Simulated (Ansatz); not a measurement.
cyclo-(AsH)3 (As3H3). Total charge 0; singlet. Geometry PBE-D4/def2-SVP.

Cartesian coordinates in Å:
```
As -0.488 1.316 -0.423
As -0.888 -0.808 0.780
As 1.433 -0.103 0.293
H -0.658 0.610 -1.787
H -0.848 -0.068 2.137
H 1.450 -0.947 -1.000
```

The 6-31G sets use Cartesian d functions.

Task: Estimate the orbital energies around the gap (eV) in Ansatz with HF/STO-3G, HF/6-31G, PBE-D4/def2-SVP, PBE-D4/def2-TZVP, r2SCANh-D4/def2-TZVP.

Result: 
| orbital | HF/STO-3G | HF/6-31G | PBE-D4/def2-SVP | PBE-D4/def2-TZVP | r2SCANh-D4/def2-TZVP |
| --- | --- | --- | --- | --- | --- |
| HOMO−9 | -30.28 | -57.05 | -41.11 | -41.08 | -43.69 |
| HOMO−8 | -22.59 | -25.61 | -17.40 | -17.35 | -18.83 |
| HOMO−7 | -17.39 | -20.36 | -13.88 | -13.88 | -15.07 |
| HOMO−6 | -17.32 | -20.35 | -13.87 | -13.87 | -15.06 |
| HOMO−5 | -11.65 | -14.01 | -9.31 | -9.32 | -10.22 |
| HOMO−4 | -10.56 | -12.79 | -8.46 | -8.47 | -9.29 |
| HOMO−3 | -9.35 | -11.74 | -7.52 | -7.55 | -8.32 |
| HOMO−2 | -7.36 | -10.09 | -6.73 | -6.76 | -7.44 |
| HOMO−1 | -6.74 | -9.50 | -6.35 | -6.37 | -7.00 |
| HOMO | -6.62 | -9.40 | -6.26 | -6.28 | -6.90 |
| LUMO | 5.66 | 1.45 | -1.85 | -1.93 | -1.62 |
| LUMO+1 | 7.74 | 1.78 | -1.33 | -1.50 | -1.06 |
| LUMO+2 | 8.00 | 1.81 | -1.32 | -1.49 | -1.05 |
| LUMO+3 | 11.31 | 3.03 | -0.88 | -1.12 | -0.59 |
| LUMO+4 | 12.44 | 4.71 | 0.25 | -0.01 | 0.60 |
| LUMO+5 | 13.31 | 5.30 | 1.04 | 0.79 | 1.44 |
